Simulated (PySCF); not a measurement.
## Calculated NMR parameters of O=C(O)CO[SiH2]O[SiH3]

```
Formula                               : C2H8O4Si2
SMILES                                : O=C(O)CO[SiH2]O[SiH3]
Point group of the computed structure : C1
Degrees of unsaturation               : 1
Carbon signals                        : 2
Proton signals                        : 4
```

Atom-mapped SMILES (the numbers label the heavy atoms): `[O:1]=[C:2]([OH:3])[CH2:4][O:5][SiH2:6][O:7][SiH3:8]` (H(Xn): hydrogen on atom n).

A single conformation, no relativistic terms, no solvent, rapidly exchanging positions averaged. PBE0/pcSseg-1 with gauge-including orbitals; GFN2-xTB structure; PySCF.

Referencing at the same level of theory: ¹H (σ = 31.72 ppm), ¹³C (σ = 186.93 ppm), ²⁹Si (σ = 349.16 ppm) vs TMS; ¹⁷O (σ = 336.08 ppm) against H2O.

| carbon | δC, type | δH (multiplicity) | HMBC from (2–3 bonds) | span of the C tensor (ppm) |
| --- | --- | --- | --- | --- |
| C2 | 174.5, C | – | H(C4) | 168 |
| C4 | 63.3, CH2 | 4.66 (s) | H(Si6) | 65 |

Other nuclei:
| atoms | nucleus | environment | δ (ppm) | σ (ppm) |
| --- | --- | --- | --- | --- |
| H(O3) | ¹H | hydrogen on an acid hydroxyl oxygen | 6.13 | 25.59 |
| H(Si8) | ¹H | hydrogen on a silicon bonded to O | 5.23 | 26.48 |
| H(Si6) | ¹H | hydrogen on a silicon bonded to 2 O | 4.82 | 26.89 |
| Si6 | ²⁹Si | silicon bonded to 2 O, 2 H | -43.3 | 392.5 |
| Si8 | ²⁹Si | silicon bonded to O, 3 H | -43.6 | 392.8 |
| O1 | ¹⁷O | carbonyl oxygen | 443.1 | -107.1 |
| O3 | ¹⁷O | acid hydroxyl oxygen | 198.8 | 137.3 |
| O5 | ¹⁷O | oxygen bonded to C, Si | 54.4 | 281.7 |
| O7 | ¹⁷O | oxygen bonded to 2 Si | 44.3 | 291.8 |

- Carbon types of the structure: 1 × C, 1 × CH2, leaving 6 H on heteroatoms.
- δC 174.5: carboxylic acid carbon; it is a carbonyl in resonance with an O or N lone pair, the region of acids, esters and amides.
- δC 63.3: sp3 CH2 bonded to O, α to a carbonyl; the inductive effect lowers its shielding.
- δH 6.13: hydrogen on an acid hydroxyl oxygen; exchangeable, gas-phase position.
- δH 4.82: hydrogen on a silicon bonded to 2 O.
- δH 4.66: hydrogen on an sp3 CH2 bonded to O, α to a carbonyl; its carbon carries O, an electronegative neighbour.

Exchangeable OH/NH protons stand at their gas-phase positions; hydrogen bonding in a real sample shifts them, mostly to higher δ. Shifts are as computed. Against solution values, carbons near 30 ppm lie about +3 ppm off and those near 130 ppm about +5 ppm. Of 1309 compounds with measured shifts, 239 miss one by over three times the rms of a fit or turn the order of signals round; such compounds aren't used in these exercises. In solution the two oxygens of a carboxylic acid exchange roles by proton transfer and give one 17O line. Hydrogen bonding in solution shields acid and N–H amide carbonyl oxygens by tens of ppm. The C=O carbon of an acid or of an amide with N–H lies up to 10 ppm further downfield in solution, through hydrogen bonding that the calculation lacks. Unscaled 17O shifts of doubly bonded oxygen tend to come out too high, by tens of ppm or more. Experimental scales use liquid or dissolved standards, which lie at an offset from isolated H2O (liquid H2O: subtract about 36 ppm). No couplings were computed; multiplicities are counted from neighbouring protons, with m where these are inequivalent, close in shift, in a saturated or five-membered ring or joined by F or P, and br s for small geminal =CH2 splittings.
